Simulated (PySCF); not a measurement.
## Si3H7NO2

Si3H7NO2 is a small molecule, neutral, singlet. The structure, one conformer, was relaxed in the gas phase by PBE0-D3(BJ)/def2-SVP. No frequency run checks that it is a minimum.

SMILES: [SiH3]N[SiH]1O[SiH2]O1

Coordinates in Å:
```
O1     -0.385    1.396   -1.397
Si2     1.225    1.718   -1.803
O3      1.687    0.275   -1.048
Si4     0.066   -0.075   -0.671
N5     -0.284   -0.204    0.995
Si6    -1.102   -1.491    1.855
H7      1.775    2.936   -1.150
H8      1.483    1.739   -3.267
H9     -0.468   -1.276   -1.349
H10     0.035    0.577    1.566
H11    -0.207   -2.121    2.873
H12    -1.499   -2.508    0.841
H13    -2.316   -0.983    2.562
```

Shieldings: GIAO PBE0/pcSseg-1. Shifts are against computed references at the same level: H TMS (σ 31.27 ppm), Si TMS (σ 352.0 ppm). Core levels by delta-SCF with SCAN, pcX-2 on the ionised atom and pcseg-1 elsewhere, spin-free X2C (2p3/2 is the spin-free 2p value less a third of a first-order spin-orbit splitting); from the vacuum level, for chosen atoms.

Problem. Give the shieldings and core levels atom by atom.

Solution. 
```json
{"atoms": "O1 O3", "bonded to": "2 Si", "σ (ppm)": "205.0", "δ (ppm)": "-", "core level (eV)": "1s 537.63"}
{"atoms": "Si2", "bonded to": "2 O + 2 H", "σ (ppm)": "351.7", "δ (ppm)": "0.2", "core level (eV)": "2p3/2 108.18"}
{"atoms": "Si4", "bonded to": "1 N + 2 O + 1 H", "σ (ppm)": "366.6", "δ (ppm)": "-14.6", "core level (eV)": "2p3/2 108.12"}
{"atoms": "N5", "bonded to": "2 Si + 1 H", "σ (ppm)": "221.6", "δ (ppm)": "-", "core level (eV)": "1s 404.72"}
{"atoms": "Si6", "bonded to": "1 N + 3 H", "σ (ppm)": "407.7", "δ (ppm)": "-55.7", "core level (eV)": "2p3/2 107.42"}
{"atoms": "H7", "bonded to": "1 Si", "σ (ppm)": "25.88", "δ (ppm)": "5.38", "core level (eV)": "-"}
{"atoms": "H8", "bonded to": "1 Si", "σ (ppm)": "25.89", "δ (ppm)": "5.38", "core level (eV)": "-"}
{"atoms": "H9", "bonded to": "1 Si", "σ (ppm)": "26.29", "δ (ppm)": "4.98", "core level (eV)": "-"}
{"atoms": "H10", "bonded to": "1 N", "σ (ppm)": "30.29", "δ (ppm)": "0.98", "core level (eV)": "-"}
{"atoms": "H11 H12 H13", "bonded to": "1 Si", "σ (ppm)": "26.55", "δ (ppm)": "4.72", "core level (eV)": "-"}
```

Values are those of this one static structure, with the three H of a rotating XH3 group averaged; atoms that internal rotation interchanges would show their mean in an NMR spectrum.

Problem. Which of Si2, Si4, Si6 holds its core electrons tightest, and by how much against the loosest?

Solution. Si2 (bonded to 2 O + 2 H), by 0.76 eV over Si6 (bonded to 1 N + 3 H).

Problem. By CAM-B3LYP/def2-SVPD (TDDFT singlets, Tamm-Dancoff triplets, ionisation by delta-SCF), where does absorption start, and what does vertical ionisation take?

Solution. The lowest singlet lies at 6.94 eV (f 0.005), the strongest of the first 6 at 7.59 eV (f 0.076), the lowest triplet at 6.58 eV; vertical ionisation takes 10.25 eV.

The 3 runs behind this took 2.2 min in all, one thread each of AMD EPYC 9R45 96-Core on a shared host, launched as `OMP_NUM_THREADS=1 python cluster_run.py task.json out`.
